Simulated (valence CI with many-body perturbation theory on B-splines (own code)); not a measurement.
Results of a calculation; reference values are marked as such.
**Sensitivity of CI+MBPT for Ir46+**

Method: configuration interaction combined with many-body perturbation theory (CI+MBPT): three valence electrons over a frozen Dirac-Fock core [Ar] 3d10, a basis of 6 s, 6 p, 5 d, 3 f, 1 g functions for each j, with the one-electron correlation potential Σ1 (screened to all orders), the two-electron term Σ2, the three-electron term Σ3, Breit, model QED; selected single and double excitations, second order for the rest, scaled by the run's own slope (own B-spline code, finite nucleus).

The last digits are not significant, and no measured levels were compared; by estimate large intervals hold to a few tenths of a per cent, small ones and those within an open d or f shell to about a per cent.

The reference run has the lowest level (4s^2 4p1/2) J=1/2 and an ionisation energy of 2501.47 eV. Its largest variational space holds 2824 state functions.

Levels are named by their leading jj configuration (3d3/2^4 stands for four electrons in 3d with j = 3/2), which in mixed levels can hold well under half, so a name can repeat and another be missing. Letters in brackets count levels of one name in rising energy.

Reference levels: (4s 4p1/2^2) J=1/2 843390, (4s^2 4p3/2) J=3/2 979351, (4s 4p1/2 4p3/2) J=3/2 [a] 1708120, (4s 4p1/2 4p3/2) J=5/2 1780560, (4s 4p1/2 4p3/2) J=3/2 [b] 1882130, (4s 4p1/2 4p3/2) J=1/2 1901850, (4s^2 4d3/2) J=3/2 2364600, (4s^2 4d5/2) J=5/2 2542800, (4p1/2^2 4p3/2) J=3/2 2725760, (4s 4p3/2^2) J=5/2 2756570, (4s 4p3/2^2) J=1/2 2880550, (4s 4p3/2^2) J=3/2 2910440 cm⁻¹.

Q: Rank these changes by the mean size of the shift of these levels, smallest first.
A. selection threshold (hartree) 2e-08 → 1e-06; lowest core n in screening and Σ2 1 → 2
B. shift of the energy in Σ1 (hartree) 0 → 26.678; scale of Σ2 1 → 0.5
C. three-electron term on → off; lowest core n in screening and Σ2 1 → 1

A: A (3.2 cm⁻¹), C (54 cm⁻¹), B (1500 cm⁻¹).
